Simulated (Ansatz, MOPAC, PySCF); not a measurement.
Pair of molecules: CH4O (SMILES CO) (first 6 atoms) with CH3I (SMILES CI); geometry from B3LYP-D3(BJ)/def2-TZVP, rigid monomers moved along the line of their centres of mass till O2···H9 is 2.72 Å.
(charge 0, multiplicity 1):
```xyz
11

C      0.664     0.276     0.228
O     -0.665     0.289     0.730
H      1.404     0.408     1.025
H      0.749     1.109    -0.469
H      0.890    -0.651    -0.309
H     -0.748    -0.417     1.383
C     -0.253     1.501     4.166
I      0.046    -0.605     4.544
H     -0.522     1.586     3.119
H     -1.050     1.831     4.822
H      0.682     2.001     4.392
```

Interaction energies are E(AB) − E(A) − E(B) at the monomers' geometry in the complex; basis-set methods are counterpoise corrected. Rows marked so take none.

Correlated levels freeze the cores. Filled d and f shells under p-block atoms count as core. Rows in 3-21G carry no dispersion term and start afresh at each structure; the Pople sets are all-electron and without relativity. The state that PM7 reach isn't checked; PM7 holds dispersion and hydrogen-bond terms.

Programs: Ansatz (Gaussian basis) for Hartree–Fock, density functionals and correlated methods; MOPAC for PM7 (differences of heats of formation); PySCF for 3-21G rows. Each number belongs to the level named beside it. In def2 rows elements past Kr take small-core potentials, without spin–orbit coupling.

One of these levels gives -2.50 kcal/mol for the interaction energy. Which one is it?
A. HF/3-21G (no counterpoise)
B. PM7
C. SCS-MP2/def2-SVPD

C, SCS-MP2/def2-SVPD. The others give -1.81 (PM7), -4.08 (HF/3-21G (no counterpoise))

Ansatz is an electronic-structure program.
